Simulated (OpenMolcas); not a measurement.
**Os3+: input and output**

Os3+ among 6 point charges of -1 e arranged as a trigonal prism (D3h), 2.02 Å from the ion, with a polar angle of 55.0° against the regular 49.1°.

Input:

```
&GATEWAY
Coord
1

Os 0.0 0.0 0.0
Basis=ANO-RCC-VDZP
Group=NoSym
NoMove
AngMom=0.0 0.0 0.0
AMFI
XField
6 Angstrom 0
1.654525 0.000000 1.158855 -1.000000
-0.827263 1.432861 1.158855 -1.000000
-0.827263 -1.432861 1.158855 -1.000000
1.654525 0.000000 -1.158855 -1.000000
-0.827263 1.432861 -1.158855 -1.000000
-0.827263 -1.432861 -1.158855 -1.000000
&SEWARD
* reference wave functions (RASSCF and RASSI steps not shown): 5 electrons in 5 orbitals (5d)
>>> COPY JOB001 $Project.JobIph
&CASPT2
Multistate=1 1
Frozen=23
IPEA=0.25
Imaginary=0.1
MaxIter=60
WThr=0.0 0.3 0.05
PrWF=0.5
NoMix
>>> COPY JOB002 $Project.JobIph
&CASPT2
Multistate=24 1 2 3 4 5 6 7 8 9 10 11 12 13 14 15 16 17 18 19 20 21 22
23 24
NoMult
Frozen=23
IPEA=0.25
Imaginary=0.1
MaxIter=60
WThr=0.0 0.3 0.05
PrWF=0.5
NoMix
>>> COPY JOB003 $Project.JobIph
&CASPT2
Multistate=75 1 2 3 4 5 6 7 8 9 10 11 12 13 14 15 16 17 18 19 20 21 22
23 24 25 26 27 28 29 30 31 32 33 34 35 36 37 38 39 40 41 42 43 44 45 46
47 48 49 50 51 52 53 54 55 56 57 58 59 60 61 62 63 64 65 66 67 68 69 70
71 72 73 74 75
NoMult
Frozen=23
IPEA=0.25
Imaginary=0.1
MaxIter=60
WThr=0.0 0.3 0.05
PrWF=0.5
NoMix
```

Launched by
```bash
OMP_NUM_THREADS=1 MOLCAS_MEM=1689 MOLCAS_PROJECT=a pymolcas a.inp > a.log  # once for each step of the input, in one work folder
```

Output, cut to the results:

```
--- CASPT2 ---
Orbital specifications:
      -----------------------

      Symmetry species                           1
                                                 a
      Frozen orbitals                           23
      Inactive orbitals                         11
      Active orbitals                            5
      Secondary orbitals                        29
      Deleted orbitals                           0
      Number of basis functions                 68
Type of calculation                        SS-CASPT2
      Fock operator                              state-specific
      IPEA shift                                 0.25
      Real shift                                 0.00
      Imaginary shift                            0.10
      The input orbitals will be transformed to quasi-canonical
Reference energy:      -17240.5441566100
      E2 (Non-variational):      -0.7067810953
      Shift correction:          -0.0001119440
      E2 (Variational):          -0.7068930393
      Total energy:          -17241.2510496493
      Residual norm:              0.0000005383
      Reference weight:           0.93131
      Contributions to the CASPT2 correlation energy
      Active & Virtual Only:         -0.0367690871
      One Inactive Excited:          -0.1748826010
      Two Inactive Excited:          -0.4951294072
::    CASPT2 Root  1     Total energy: -17241.25104965
--- CASPT2 ---
Orbital specifications:
      -----------------------

      Symmetry species                           1
                                                 a
      Frozen orbitals                           23
      Inactive orbitals                         11
      Active orbitals                            5
      Secondary orbitals                        29
      Deleted orbitals                           0
      Number of basis functions                 68
Type of calculation                        SS-CASPT2
      Fock operator                              state-specific
      IPEA shift                                 0.25
      Real shift                                 0.00
      Imaginary shift                            0.10
      The input orbitals will be transformed to quasi-canonical
Reference energy:      -17240.4436834746
      E2 (Non-variational):      -0.7130956646
      Shift correction:          -0.0001591847
      E2 (Variational):          -0.7132548493
      Total energy:          -17241.1569383239
      Residual norm:              0.0000002578
      Reference weight:           0.92825
      Contributions to the CASPT2 correlation energy
      Active & Virtual Only:         -0.0428332070
      One Inactive Excited:          -0.1719224198
      Two Inactive Excited:          -0.4983400378
Reference energy:      -17240.4436834492
      E2 (Non-variational):      -0.7130966672
      Shift correction:          -0.0001591646
      E2 (Variational):          -0.7132558318
      Total energy:          -17241.1569392810
      Residual norm:              0.0000002580
      Reference weight:           0.92825
      Contributions to the CASPT2 correlation energy
      Active & Virtual Only:         -0.0428348837
      One Inactive Excited:          -0.1719217686
      Two Inactive Excited:          -0.4983400149
::    CASPT2 Root  1     Total energy: -17241.15693832
::    CASPT2 Root  2     Total energy: -17241.15693928
::    CASPT2 Root  3     Total energy: -17241.14776518
::    CASPT2 Root  4     Total energy: -17241.14747272
::    CASPT2 Root  5     Total energy: -17241.14585065
::    CASPT2 Root  6     Total energy: -17241.14594405
::    CASPT2 Root  7     Total energy: -17241.14528090
::    CASPT2 Root  8     Total energy: -17241.14563359
::    CASPT2 Root  9     Total energy: -17241.14566662
::    CASPT2 Root 10     Total energy: -17241.13276006
::    CASPT2 Root 11     Total energy: -17241.13046142
::    CASPT2 Root 12     Total energy: -17241.13046664
::    CASPT2 Root 13     Total energy: -17241.12738239
::    CASPT2 Root 14     Total energy: -17241.12759693
::    CASPT2 Root 15     Total energy: -17241.12759601
::    CASPT2 Root 16     Total energy: -17241.11570183
::    CASPT2 Root 17     Total energy: -17241.11570361
::    CASPT2 Root 18     Total energy: -17241.07949684
::    CASPT2 Root 19     Total energy: -17241.07940424
::    CASPT2 Root 20     Total energy: -17241.07763022
::    CASPT2 Root 21     Total energy: -17241.07582902
::    CASPT2 Root 22     Total energy: -17241.07566804
::    CASPT2 Root 23     Total energy: -17241.07209491
::    CASPT2 Root 24     Total energy: -17241.07209701
--- CASPT2 ---
Orbital specifications:
      -----------------------

      Symmetry species                           1
                                                 a
      Frozen orbitals                           23
      Inactive orbitals                         11
      Active orbitals                            5
      Secondary orbitals                        29
      Deleted orbitals                           0
      Number of basis functions                 68
Type of calculation                        SS-CASPT2
      Fock operator                              state-specific
      IPEA shift                                 0.25
      Real shift                                 0.00
      Imaginary shift                            0.10
      The input orbitals will be transformed to quasi-canonical
Reference energy:      -17240.3962760401
      E2 (Non-variational):      -0.7130856617
      Shift correction:          -0.0001344114
      E2 (Variational):          -0.7132200731
      Total energy:          -17241.1094961133
      Residual norm:              0.0000000503
      Reference weight:           0.92900
      Contributions to the CASPT2 correlation energy
      Active & Virtual Only:         -0.0423281505
      One Inactive Excited:          -0.1734077713
      Two Inactive Excited:          -0.4973497398
Reference energy:      -17240.3962760380
...
```

Spin-orbit levels above the lowest (labels of D3, the rotations of D3h), with the averaged single-state CASPT2 energies on the diagonal:

```
E (cm-1)  Degeneracy  Label      2S+1                g
       0           2   E1/2  6 (87 %)   0.00 0.00 9.71
      36           2   E1/2  6 (87 %)   1.94 5.82 5.82
      67           2   E3/2  6 (87 %)   0.00 0.00 5.84
   16200           2   E1/2  4 (62 %)   0.46 2.36 2.36
   16530           2   E1/2  4 (59 %)   0.01 0.01 5.75
   18780           2   E3/2  4 (65 %)   0.00 0.00 3.31
   20500           2   E1/2         4   1.62 1.62 3.25
   20910           2   E3/2  4 (89 %)   0.00 0.00 3.68
   21760           2   E1/2  4 (88 %)   0.49 0.49 7.38
   21940           2   E1/2  4 (87 %)   0.50 0.50 4.74
   22200           2   E3/2  4 (85 %)   0.00 0.00 4.02
   22370           2   E1/2  4 (88 %)   1.08 2.26 2.26
   22980           2   E1/2  4 (85 %)   0.14 0.14 6.34
   22980           2   E3/2  4 (84 %)  0.00 0.00 11.45
   23180           2   E1/2         4   0.60 1.45 1.45
   23210           2   E1/2  4 (77 %)   0.10 0.10 8.29
   23260           2   E3/2  4 (90 %)   0.00 0.00 3.00
   23620           2   E1/2  4 (83 %)  0.00 0.00 13.50
   23790           2   E3/2  4 (87 %)   0.00 0.00 9.87
   23980           2   E1/2  4 (89 %)   0.10 0.10 4.35
```

Roots that are degenerate in the reference are averaged as groups; the widest CASPT2 spread within a group is 67 cm-1 (the 3-fold group of multiplicity 2 near 70300 cm-1 above the lowest state of its run). Shifts and gaps below about the spread of the groups concerned are not significant. Point charges give a weaker field than real ligands, and real ions of this kind are as a rule low spin; the high spin found here belongs to the model. Free-ion shares, where given, are those of the reference states; single-state CASPT2 does not remix them. This is an electrostatic model: the charges have no orbitals. No measured value stands beside these numbers.

The CASPT2 steps took 36 s on 1 thread of Arm Neoverse V1, on a shared host; the integral step is not counted.
